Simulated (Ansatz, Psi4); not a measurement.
Psi4 was given this input:
```
memory 2 GB

molecule {
1 2
Au   -0.00000000   -0.00000000   -0.39469027
Cl    0.00000000    0.00000000    1.83414892
}

set {
  basis def2-tzvp
  reference uks
  scf_type pk
  puream true
  d_convergence 1e-8
  dft_radial_points 99
  dft_spherical_points 590
}

energy('r2scan')
print_variables()
```

Question: Give the equivalent Ansatz (a first-principles code) input.

Answer: One answer among several that fit: 
Ansatz 0.2 input:
```yaml
crystal:
  periodic: [false, false, false]
  atoms:
    - {symbol: Au, position_ang: [-0.00000000, -0.00000000, -0.39469027]}
    - {symbol: Cl, position_ang: [0.00000000, 0.00000000, 1.83414892]}
basis:
  gaussian:
    orbitals: def2-TZVP
hamiltonian:
  xc: r2scan
total_charge: 1
magnetization: {spin_polarized: true, initial_magnetization: 1}
accuracy: high
```

Both were run: Psi4 gave -595.602853 Eh and Ansatz -595.602884 Eh, 0.031 mEh apart.
